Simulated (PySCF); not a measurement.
Job file and geometry (Å, from GFN2-xTB) of an NMR shielding run on SMILES C[Si@@H](/C=C\[S@@](C)=O)O[SiH3], C4H12O2SSi2, GIAO PBE0/pcSseg-1 NMR shielding, non-relativistic, gas phase in PySCF; density fitting, a coarse starting grid and PySCF grid level 2 are the driver's defaults:

```
$ OMP_NUM_THREADS=1 python probes_run.py task.json out

{"job": {"kind": "nmr", "xc": "PBE0", "basis": "pcSseg-1"}, "charge": 0, "multiplicity": 1}
C     -1.508635     1.345159     1.653501
Si    -1.124592     1.152193    -0.192608
C      0.617364     1.772950    -0.579994
C      1.729405     1.199507    -0.157522
S      1.692329    -0.311981     0.844592
C      2.093585    -1.387829    -0.605517
O      2.917329    -0.270442     1.652030
O     -1.187637    -0.421162    -0.612176
Si    -1.942386    -1.856342    -0.714434
H     -0.780622     0.815707     2.262446
H     -2.491653     0.950780     1.893653
H     -1.490795     2.388557     1.951799
H     -2.080268     1.859092    -1.052174
H      0.697826     2.679354    -1.168061
H      2.729023     1.576509    -0.326026
H      1.279131    -1.303830    -1.314182
H      3.032891    -1.063811    -1.040102
H      2.185052    -2.407764    -0.246834
H     -2.629878    -2.116454     0.548277
H     -2.885562    -1.778488    -1.828868
H     -0.860826    -2.804763    -0.968271
```

Q: What does the program print?

A: 
```
coarse grid: 18832 points
cycle   1  E = -1286.1287456629  dE =  1.211e+00  |g| = 1.175e+00  |ddm| = 4.298e+00
cycle   2  E = -1285.2923729417  dE =  8.364e-01  |g| = 2.333e+00  |ddm| = 4.039e+00
cycle   3  E = -1286.3556923363  dE = -1.063e+00  |g| = 3.927e-01  |ddm| = 3.453e+00
cycle   4  E = -1286.3867900267  dE = -3.110e-02  |g| = 1.313e-01  |ddm| = 5.383e-01
cycle   5  E = -1286.3895805419  dE = -2.791e-03  |g| = 4.803e-02  |ddm| = 1.420e-01
cycle   6  E = -1286.3900372118  dE = -4.567e-04  |g| = 8.085e-03  |ddm| = 4.136e-02
cycle   7  E = -1286.3900511892  dE = -1.398e-05  |g| = 2.262e-03  |ddm| = 9.619e-03
cycle   8  E = -1286.3900522720  dE = -1.083e-06  |g| = 1.049e-03  |ddm| = 3.963e-03
final grid: 167312 points
cycle   9  E = -1286.4661490451  dE = -2.335e-05  |g| = 1.262e-02  |ddm| = 2.914e-02
cycle  10  E = -1286.4660950697  dE =  5.398e-05  |g| = 2.043e-02  |ddm| = 2.977e-02
cycle  11  E = -1286.4661814121  dE = -8.634e-05  |g| = 3.021e-03  |ddm| = 2.150e-02
cycle  12  E = -1286.4661831728  dE = -1.761e-06  |g| = 4.074e-04  |ddm| = 3.020e-03
cycle  13  E = -1286.4661831963  dE = -2.352e-08  |g| = 1.996e-04  |ddm| = 4.762e-04
cycle  14  E = -1286.4661832039  dE = -7.617e-09  |g| = 3.386e-05  |ddm| = 2.159e-04
cycle  15  E = -1286.4661832042  dE = -2.544e-10  |g| = 8.537e-06  |ddm| = 4.983e-05
converged SCF energy = -1286.4661832042

GIAO shielding tensors (ppm)
atom      isotropic    diamagn.    paramagn.     s11        s22        s33       span
  0 C      186.810     255.315     -68.505    180.256    186.213    193.961     13.705
  1 Si     367.635     880.877    -513.242    332.553    372.212    398.141     65.588
  2 C       47.651     264.002    -216.351    -65.363     38.278    170.037    235.400
  3 C        7.464     262.408    -254.944    -97.416     28.670     91.139    188.555
  4 S      182.470    1054.695    -872.224     24.597     96.438    426.376    401.779
  5 C      136.763     256.371    -119.607     98.525    130.230    181.535     83.010
  6 O      282.458     394.546    -112.088     76.624    315.150    455.601    378.977
  7 O      301.548     401.308     -99.760    227.048    333.855    343.741    116.693
  8 Si     394.484     880.393    -485.909    359.281    362.174    461.997    102.716
  9 H       30.748      33.258      -2.511     26.034     29.793     36.416     10.382
 10 H       31.262      30.047       1.215     26.924     28.824     38.038     11.114
 11 H       31.714      29.163       2.551     27.438     28.503     39.200     11.763
 12 H       26.537      29.011      -2.474     23.161     24.377     32.073      8.911
 13 H       25.181      30.642      -5.461     24.036     24.775     26.732      2.696
 14 H       24.060      32.750      -8.690     21.534     24.685     25.962      4.427
 15 H       29.640      34.019      -4.379     25.679     29.485     33.755      8.076
 16 H       28.981      31.194      -2.213     26.360     27.705     32.878      6.518
 17 H       29.021      31.357      -2.336     25.897     27.357     33.810      7.913
 18 H       26.628      29.740      -3.112     23.033     25.366     31.484      8.452
 19 H       26.642      28.555      -1.913     23.051     24.680     32.195      9.144
 20 H       26.682      30.486      -3.803     22.437     26.723     30.887      8.450
```

Q: Turn these shieldings into chemical shifts. Shifts are taken against calculated references (same method and geometry level): 13C (σ = 186.93 ppm) and 29Si (σ = 349.16 ppm) and 1H (σ = 31.72 ppm) vs TMS; 33S (σ = 503.73 ppm) vs CS2; 17O (σ = 336.08 ppm) against H2O.

A: Averaging equivalent atoms: C 3: 179.5; C 2: 139.3; C 5: 50.2; C 0: 0.1; Si 1: -18.5; Si 8: -45.3; S 4: 321; O 6: 53.6; O 7: 34.5; H 14: 7.66; H 13: 6.54; H 12: 5.18; H 18/19/20: 5.07; H 15/16/17: 2.50; H 9/10/11: 0.48 ppm. Experimental scales use liquid or dissolved standards, which lie at an offset from isolated H2O (liquid H2O: subtract about 36 ppm).

Size and cost of the density-fitted run: 234 basis functions, 56 s wall time on 1 thread of an Arm Neoverse V2, shared host; peak memory 1.1 GiB.
